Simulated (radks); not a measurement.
Polarisability of the vanadium ion V4+, [Ar] 3d1, at imaginary frequency. All-electron calculation, scalar-relativistic Kohn-Sham, LDA (Slater exchange, Perdew-Wang correlation), spin-polarised, spherical densities, finite nucleus; open shells are filled with parallel spins first; Fermi nuclear charge, rms radius 3.6002 fm. Program: a radial shooting solver on a logarithmic mesh with Libxc functionals. Response by self-consistent Sternheimer equations with the Hartree and adiabatic LDA kernel, the relativistic mass of each level held fixed and spin-orbit coupling left out.

| w (hartree) | alpha1(iw) (bohr^3) |
|---|---|
| 0.00266 | 1.444 |
| 0.0143 | 1.444 |
| 0.0360 | 1.443 |
| 0.0697 | 1.442 |
| 0.118 | 1.437 |
| 0.186 | 1.428 |
| 0.280 | 1.408 |
| 0.413 | 1.370 |
| 0.605 | 1.298 |
| 0.892 | 1.172 |
| 1.35 | 0.9661 |
| 2.12 | 0.6776 |
| 3.59 | 0.3688 |
| 6.94 | 0.1420 |
| 17.5 | 0.03302 |

Static values: alpha1 = 1.444 bohr^3 (0.2140 angstrom^3; uncoupled 2.129). C6 = 3.135, triple-dipole C9 = 3.270 atomic units. One-pole (London) frequency 4 C6 / (3 alpha1^2) = 2.005 hartree, against 2.058 for minus the highest occupied eigenvalue.
